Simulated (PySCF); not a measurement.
ClFHNOW, SMILES [W]([Cl])(=[O])(=[NH])[F], multiplicity 1.

Geometry: PBE-D3(BJ)/def2-SVP. The spin state was assumed, not searched. The structure was generated by enumeration; whether it is a known compound was not checked. The def2 effective core potentials stand for the cores of W; spin–orbit coupling is left out.

Two levels are set side by side: TDA-PBE/def2-SVPD (PySCF) and TDA-CAM-B3LYP/def2-SVPD (PySCF). Vertical, same geometry. The lowest singlet is HOMO→LUMO 85 % with PBE and HOMO→LUMO 80 % with the other functional; states are paired by order. Differences are taken from unrounded values.

| quantity | TDA-CAM-B3LYP | TDA-PBE | TDA-PBE minus TDA-CAM-B3LYP |
|---|---|---|---|
| lowest singlet excitation (eV) | 4.64 | 4.32 | -0.33 |
| lowest triplet excitation (TDA) (eV) | 3.95 | 3.72 | -0.23 |

Functionals without exact exchange tend to place singlet excitations lower, as here. Differences between two approximate levels are no errors against the true value.

Rough cost on one machine, each run with all the roots and properties that it gave: TDA-CAM-B3LYP against TDA-PBE about 3 times.
